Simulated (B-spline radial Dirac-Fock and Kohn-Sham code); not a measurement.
**Ag²²⁺: scattering cross sections and density moments**

System: Ag²²⁺, [Ar] 3d7.

The computed values come from a radial atomic solver: Dirac-Fock densities.

* Sum of ⟨r⟩: 6.078 bohr
* Sum of ⟨r²⟩: 2.119 bohr²
* Sum of ⟨1/r⟩: 245.81 per bohr
* Langevin diamagnetic susceptibility: -1.68 × 10⁻⁶ cm³/mol
* Lamb shielding (α²/3)Σ⟨1/r⟩: 4363 ppm

Coherent scattering is the Thomson cross section weighted by f₀², without anomalous dispersion; incoherent scattering is Klein-Nishina weighted by S. The Lamb formula is the non-relativistic shielding expression. Electron correlation is left out. A dash stands where the photon energy is too low for the impulse approximation behind that column.

```
hν (keV)  coherent (b)  incoherent (b)  incoherent per electron (b)
       1         414.1               –                            –
       2         409.1               –                            –
       5         377.0               –                            –
  8.0478         327.0           1.585                       0.0634
      10         291.9           2.246                       0.0898
      20         153.1           5.347                        0.214
      30         91.15           7.319                        0.293
    1000        0.1832           5.236                        0.209
```

Incoherent scattering overtakes coherent scattering between 30 and 1000 keV.
